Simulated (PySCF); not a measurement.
Compound: C6H9GeN.
SMILES: `C/N=C/C1=[CH][GeH2][CH]=C1`

All values: B3LYP/def2-SVPD (PySCF, non-relativistic), on one gas-phase PBE0-D3(BJ)/def2-SVP geometry that isn't relaxed in the solvent. The solvent is an IEF-PCM continuum (Bondi radii, 1.10 Å for H, scaled by 1.2), and excitations are vertical TDDFT with non-equilibrium linear response and a frozen core. Only the electrostatic response of the medium enters. Spin–orbit coupling is left out although an atom past zinc is present.

Gas-phase singlets (H = HOMO, L = LUMO):

| state | E (eV) | λ (nm) | f | leading configurations |
| --- | --- | --- | --- | --- |
| S1 | 3.824 | 324 | 0.002 | H-1→L 90% |
| S2 | 3.831 | 324 | 0.033 | H→L 91% |
| S3 | 5.105 | 243 | 0.001 | H-3→L 94% |
| S4 | 5.124 | 242 | 0.059 | H-2→L 67%, H→L+1 31% |
| S5 | 5.540 | 224 | 0.007 | H-4→L 91% |

Q: How does the list change in acetone (ε = 20.49)?

A: 
```csv
state,E (eV),λ (nm),f,leading configurations,change by rank (eV)
S1,3.786,327,0.044,H→L 98%,-0.038
S2,3.891,319,0.000,H-1→L 97%,+0.060
S3,5.052,245,0.001,H-3→L 94%,-0.053
S4,5.104,243,0.137,"H-2→L 78%, H→L+1 20%",-0.020
S5,5.473,227,0.009,H-4→L 92%,-0.067
```

Q: The ground-state energy changes by -0.152 eV from gas to acetone. By how much does the total energy of gas-phase S2 change?

A: E(S2) = E(S0) + excitation energy, so it changes by -0.152 − 0.045 = -0.197 eV: it is lowered more than the ground state, which is what a red shift means. This is the vertical state, with the slow part of the continuum still set for S0.

Q: How do the frontier levels move from gas to acetone?

A: 
```json
{"orbital": "LUMO+2", "gas (eV)": "0.35", "solvent (eV)": "0.39", "change (eV)": "+0.04"}
{"orbital": "LUMO+1", "gas (eV)": "-0.25", "solvent (eV)": "-0.22", "change (eV)": "+0.03"}
{"orbital": "LUMO", "gas (eV)": "-2.21", "solvent (eV)": "-2.22", "change (eV)": "-0.01"}
{"orbital": "HOMO", "gas (eV)": "-6.45", "solvent (eV)": "-6.47", "change (eV)": "-0.02"}
{"orbital": "HOMO-1", "gas (eV)": "-7.16", "solvent (eV)": "-7.25", "change (eV)": "-0.09"}
{"orbital": "HOMO-2", "gas (eV)": "-8.05", "solvent (eV)": "-8.03", "change (eV)": "+0.02"}
{"orbital": "HOMO-3", "gas (eV)": "-8.51", "solvent (eV)": "-8.45", "change (eV)": "+0.06"}
```

The HOMO–LUMO gap goes from 4.24 to 4.25 eV.

Shape of the structure used: `[CH3:1]/[N:2]=[CH:3]/[C:4]1=[CH:5][GeH2:6][CH:7]=[CH:8]1`: N2–C3–C4–C5 0°.
